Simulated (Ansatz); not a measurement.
carbon atom (C), triplet; R2SCAN/def2-SVPD (Ansatz, a quantum-chemistry and plane-wave program).

Here is a job for Ansatz.
Ansatz 0.2 input:
```yaml
crystal:
  periodic: [false, false, false]
  atoms:
    - {symbol: C, position_ang: [0.00000000, 0.00000000, 0.00000000]}
basis:
  gaussian:
    orbitals: def2-SVPD
hamiltonian:
  xc: r2scan
magnetization: {spin_polarized: true, initial_magnetization: 2}
accuracy: high
```

Output, abridged:

```
Functional definition: r2SCAN
163 factors; integrals over basis functions are off by at most 3.2e-9 eV
mean field evaluation 1: about -1028.1557 eV, gradient 4.4e0 eV
mean field evaluation 2: about -1028.2586 eV, gradient 1.4e0 eV
mean field evaluation 4: about -1028.2728 eV, gradient 9.0e-3 eV
mean field evaluation 8: about -1028.2715 eV, gradient 1.2e-3 eV
mean field evaluation 16: about -1028.0454 eV, gradient 6.0e0 eV
mean field evaluation 32: about -1028.2715 eV, gradient 2.3e-8 eV
mean field -1028.27146132 eV, -37.7882792160 hartree, gradient 4.6e-9 eV, S^2 2.006490; 2 other end points of the search recorded, 0 dependent functions left out
reference -1028.27146226 eV, -37.7882792507 hartree; 4, 2 occupied and 16, 18 virtual orbitals, 163 factors
Total energy: -1028.27146226 eV, -37.7882792507 hartree
```
